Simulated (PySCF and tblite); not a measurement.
Molecule: C₅H₇F₃, numbered as in [F:1][C@H:2]1[CH2:3][CH2:4][C:5]([F:6])([F:7])[CH2:8]1; H are named by their carrier, a and b as at the first point (Å):

```
F1       1.664   -0.176    1.418
C2       1.277   -0.202    0.094
C3       0.226   -1.298   -0.116
C4      -1.145   -0.622    0.034
C5      -0.883    0.888    0.088
F6      -1.185    1.400    1.310
F7      -1.699    1.566   -0.772
C8       0.588    1.110   -0.263
H2       2.198   -0.371   -0.475
H3a      0.371   -2.090    0.616
H3b      0.343   -1.723   -1.112
H4a     -1.803   -0.840   -0.805
H4b     -1.646   -0.922    0.953
H8a      1.001    1.948    0.297
H8b      0.667    1.310   -1.331
```

The ring 2–3–4–5–8 is held at Altona–Sundaralingam phase angles P (ν_j = ν_max cos(P + 144°(j − 2)), ν_j about the bond from ring atom j to j + 1, counted from 0) and the rest relaxed at GFN2-xTB. Energies: PBE0/pcSseg-1 + D3(BJ). Couplings: B3LYP/6-31G* with H pcJ-1 F pcJ-1, gas phase, for ¹H, ¹⁹F. Programs: tblite and PySCF.

Question: How do the most sensitive couplings change along the phase angle P?

Answer: 
```tsv
phase angle P °	³J(F1,H3b)	³J(F1,H8b)	³J(F7,H8a)	³J(F7,H4b)	³J(F6,H4a)
72	34.8	36.2	-1.6	2.8	12.3
144	36.3	24.4	14.4	24.4	-1.9
216	8.7	0.6	26.8	24.5	-1.8
288	-1.2	-0.2	13.7	1.4	12.7
360	7.6	24.4	-1.9	-1.8	24.2
```
Values in Hz. Computed couplings to fluorine can be off by tens of per cent at such levels.

Question: With the energies 1.75, 0.00, 1.88, 1.50, 1.83 kcal/mol at these points, what are the Boltzmann averages at 298 K?

Answer: ³J(F1,H3b) 31.7, ³J(F1,H8b) 22.5, ³J(F7,H8a) 13.5, ³J(F7,H4b) 21.0, ³J(F6,H4a) 0.7 Hz, over these points alone; points not sampled, such as mirror images that interchange a and b, would even out couplings that symmetry makes equal.
